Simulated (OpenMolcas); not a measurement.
V4+ among 6 point charges of -1 e arranged as a trigonal prism (D3h), with a polar angle of 55.5° against the regular 49.1°.

- Program: OpenMolcas
- Method: SS-CASPT2, IPEA 0.25 Eh, imaginary shift 0.1 Eh (closed shells correlated: 3s 3p)
- Basis: ANO-RCC-VDZP [5s4p2d1f]
- Scalar Hamiltonian: DKH2, point nucleus
- Active space: 1 electron in 5 orbitals (3d)
- State averaging: 2S+1 = 2 even, 5 roots
- Spin-orbit coupling: state interaction with AMFI integrals over the reference wave functions

All point charges move together. At R = 1.7 Å the first state of the same spin is 1930 cm-1, and at R = 1.91 Å it is 1180 cm-1.

Question: A third run gives 1590 cm-1. What distance was it run at?

Answer: With a power law R^-n the two known points give n = -ln(1180 / 1930) / ln(1.91 / 1.7) = 4.22. Then R = 1.7 × (1930 / 1590)^(1/4.22) = 1.780 Å. The run was at 1.78 Å, so the estimate is off by 0 Å.

Roots that are degenerate in the reference are averaged as groups; the widest CASPT2 spread within a group is 100 cm-1 (the 2-fold group of multiplicity 2 near 1930 cm-1 above the lowest state of its run, R = 1.7). Shifts and gaps below about the spread of the groups concerned are not significant. The ground term spreads over less than 5000 cm-1, several times less than with real ligands, so orbital moments are less quenched and χT lies further from the spin-only value than at real sites. Free-ion shares, where given, are those of the reference states; single-state CASPT2 does not remix them. This is an electrostatic model: the charges have no orbitals. No measured value stands beside these numbers.
